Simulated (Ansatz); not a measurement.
Gas-phase electronic energies from Ansatz, PBE0-D4/def2-TZVP geometries. CCSD(T)/CBS is the MP2 limit (def2-TZVPP, def2-QZVPP) plus CCSD(T) − MP2 in def2-TZVPP, frozen cores. Functionals use def2-TZVPP. For Ga outer-core shells are correlated without core-valence functions, which leaves a few kJ/mol of doubt a bond. Scalar relativity is left out up to krypton. Each species was taken in one conformer, which may not be the lowest.

Reaction (ligand exchange at the Si–N bond): `CB(C)N[SiH3]` + `[OH][Ga]([OH])[SH]` → `[OH][Ga]([SH])[O][SiH3]` + `CB(C)N`

```json
{"level": "PBE-D4", "ΔE (kJ/mol)": "-54.5"}
{"level": "r2SCAN-D4", "ΔE (kJ/mol)": "-61.0"}
```

What does CCSD(T)/CBS give? (Estimate.)

Computed: -60.5 kJ/mol. The listed levels differ from it by 6.0, -0.5 kJ/mol.

Largest T1 diagnostic among the species: 0.014.

In def2-TZVPP, CCSD(T) changes the Hartree–Fock value by +13.6 kJ/mol (the triples alone add +1.8 kJ/mol) and MP2 by +14.2 kJ/mol.
